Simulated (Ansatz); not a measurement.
Total energies of the cluster Sn4Cl4 from Ansatz at PBE-D4/def2-SVP, gas phase (1 Eh = 27.2114 eV = 2625.5 kJ/mol). The reference geometry is relaxed at PBE0-D4/def2-SVP.

```xyz
8

Sn   -0.6035   -0.3389    2.1675
Sn   -1.4019    0.9028   -0.6346
Sn   -0.3211   -2.2415   -0.1973
Sn    1.5357    1.4198    0.8900
Cl   -2.1434   -1.4746   -1.8779
Cl    1.7837   -1.4009    1.6814
Cl    0.2131    3.1601   -0.5132
Cl    0.9375   -0.0266   -1.5159
```

```
                 state   geometry  energy (Eh)
      charge 0 singlet  reference  -2697.01914
      charge 1 doublet  reference  -2696.75835
     charge -1 doublet  reference  -2697.07160
free Sn atom (triplet)          –   -214.24400
free Cl atom (doublet)          –   -459.79702
```

In the def2 sets Sn takes a core potential; there is no spin–orbit coupling.

(1) Work out the vertical ionisation energy to the doublet.

(2) Work out the vertical electron affinity, to the doublet.

(3) Give the fundamental gap IE − EA, the Mulliken electronegativity (IE + EA)/2 and the hardness (IE − EA)/2.

(4) What is the binding energy per atom against free atoms?

(1) E(charge 1 doublet) − E(charge 0 singlet) = -2696.75835 − (-2697.01914) = 0.26079 Eh = 7.10 eV. For comparison, −ε of the highest occupied level is 4.99 eV at this level, 2.11 eV less.

(2) E(charge 0 singlet) − E(charge -1 doublet) = -2697.01914 − (-2697.07160) = 0.05246 Eh = 1.43 eV. The basis lacks diffuse functions, which makes affinities too small.

(3) From the values in Eh: IE − EA = 0.26079 − 0.05246 = 0.20833 Eh = 5.67 eV; (IE + EA)/2 = 4.26 eV; (IE − EA)/2 = 2.83 eV. The HOMO–LUMO gap of the same run is 1.61 eV, 4.06 eV smaller than the fundamental gap.

(4) Atoms: 4 × (-214.24400) + 4 × (-459.79702) = -2696.16408 Eh. Binding: -2696.16408 − (-2697.01914) = 0.85506 Eh = 23.27 eV, or 2.91 eV for each of 8 atoms (no zero-point energy, no counterpoise term).

At PBE-D4/def2-SVP the highest occupied level of the charge -1 doublet lies above zero (up to 0.56 eV). By energy differences its removal costs 1.43 eV (vertical, to the charge 0 singlet, at PBE-D4/def2-SVP); self-interaction error and the lack of diffuse functions both raise the level.  

The structure comes from a short search, and lower isomers may exist.
